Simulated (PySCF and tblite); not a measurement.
Values are calculated unless marked as measured or tabulated.
**Conformer ensemble of C₄H₄BrCl₂F, numbered as in [F:1]/[C:2](=[CH:3]/[Br:4])[CH2:5][CH:6]([Cl:7])[Cl:8]**

Geometries GFN2-xTB; weights from PBE0-D3(BJ)/def2-SVP (IEF-PCM, benzene) energies and GFN2-xTB thermal corrections, with symmetry numbers and mirror pairs. Conformers within 2.5 kcal/mol (GFN2-xTB free energy) were kept, 4 at most. GIAO shieldings: KT3/pcSseg-1 (IEF-PCM, benzene). Shifts are against TMS (¹H), TMS (¹³C) at the same level. Codes: tblite and PySCF.

Torsions listed: F1–C2–C5–C6, C2–C5–C6–Cl7. Of a mirror pair one member is shown.

```csv
conformer,shape,symmetry,E(GFN2) kcal/mol,E(DFT) kcal/mol,G(298.15 K) kcal/mol,weight %,dipole D
1,"-66°, 176°",C1 (pair),0.00,0.00,0.00,71.6,1.59
2,"-104°, 59°",C1 (pair),0.69,0.52,0.63,24.7,1.75
3,"-82°, -56°",C1 (pair),1.37,1.48,1.76,3.7,2.30
```

Weights (%) against temperature:

| T (K) | 1 | 2 | 3 | S(mix) cal/mol/K |
| --- | --- | --- | --- | --- |
| 250 | 75.7 | 21.9 | 2.4 | 2.63 |
| 298.15 | 71.6 | 24.7 | 3.7 | 2.78 |
| 350 | 68.1 | 26.8 | 5.1 | 2.90 |

Averaged shifts at 298.15 K. ¹H: 6.49 (H6, 1H), 6.18 (H3, 1H), 3.44 (H5, 2H) ppm. ¹³C: 159.9 (C2), 104.9 (C3), 87.5 (C6), 48.1 (C5) ppm.

Coordinates of conformer 1 (Å):

```xyz
12

F     1.078    1.668    0.413
C     0.945    0.380    0.025
C     1.920   -0.458    0.349
Br    1.895   -2.274   -0.107
C    -0.328    0.116   -0.710
C    -1.523    0.293    0.222
Cl   -3.038    0.087   -0.685
Cl   -1.454   -0.900    1.545
H     2.795   -0.140    0.892
H    -0.323   -0.894   -1.121
H    -0.424    0.836   -1.528
H    -1.543    1.285    0.678
```

Spin–orbit effects of the heavy atoms on shieldings are missing. At a carbon that bears Br the missing effect is some 10 ppm, beside I tens of ppm. Shifts are unscaled: against experiment ¹³C can be off by 15 ppm or more and ¹H by 0.8 ppm.

Search and properties took 72 s on 1 thread of AMD EPYC 9R45 96-Core (shared host) (rough), launched as `OMP_NUM_THREADS=1 python ens_run.py task.json out`.
